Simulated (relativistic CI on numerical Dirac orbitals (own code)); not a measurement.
# Transition arrays of Pr19+

Method of calculation: Dirac-Coulomb-Breit CI, KLI orbitals optimised for each configuration, a model potential for QED, valence Slater integrals scaled by 0.9, whole transition arrays (own radial code, finite nucleus).

CI space (outside the closed core [Ar] 3d10 4s2): 4p6 4d4, 4p6 4d3 4f, 4p5 4d5, 4p6 4d3 5p, 4p6 4d3 5f. Levels of other configurations are missing.

All E1 lines from the levels of 4p6 4d4; mean and standard deviation are weighted by gf, and upper levels are sorted by their leading configuration.

```
Upper configuration  Lines    Σgf  Mean (eV)  Mean (nm)  σ (eV)  Strongest line (nm)
         4p6 4d3 4f   2802  820.6     146.72      8.450    5.08                8.362
            4p5 4d5   3268  555.8     147.03      8.433    9.51                8.168
         4p6 4d3 5p   1718   87.9     202.33      6.128    3.45                6.088
         4p6 4d3 5f   2825  105.3     297.99      4.161    3.32                4.170
```

Σgf per state of the lower configuration in bins of 0.2 nm over the central range (centre: value): 4.1: 0.40, 4.3: 0.10, 5.9: 0.04, 6.1: 0.30, 6.3: 0.07, 7.9: 0.10, 8.1: 0.54, 8.3: 3.02, 8.5: 2.32, 8.7: 0.16, 8.9: 0.05, 9.3: 0.03.

How do configuration mixing and the scaling of the Slater integrals move the arrays?

Slater scale 0.9, no configuration mixing: 4p6 4d3 4f 137.6 ± 5.9 eV (Σgf 629.7), 4p5 4d5 133.1 ± 12.4 eV (Σgf 620.1), 4p6 4d3 5p 202.5 ± 3.4 eV (Σgf 102.4), 4p6 4d3 5f 297.9 ± 3.3 eV (Σgf 118.1); Slater scale 1: 4p6 4d3 4f 149.3 ± 5.2 eV (Σgf 847.2), 4p5 4d5 149.8 ± 9.4 eV (Σgf 556.4), 4p6 4d3 5p 202.4 ± 3.7 eV (Σgf 85.7), 4p6 4d3 5f 298.0 ± 3.5 eV (Σgf 104.6); Slater scale 0.8: 4p6 4d3 4f 144.1 ± 5.3 eV (Σgf 783.9), 4p5 4d5 144.3 ± 9.2 eV (Σgf 565.6), 4p6 4d3 5p 202.3 ± 3.2 eV (Σgf 89.9), 4p6 4d3 5f 297.9 ± 3.1 eV (Σgf 105.9). With mixing, levels are counted to their leading configuration, so an array can shrink or vanish into another, and the sums then hold other lines.
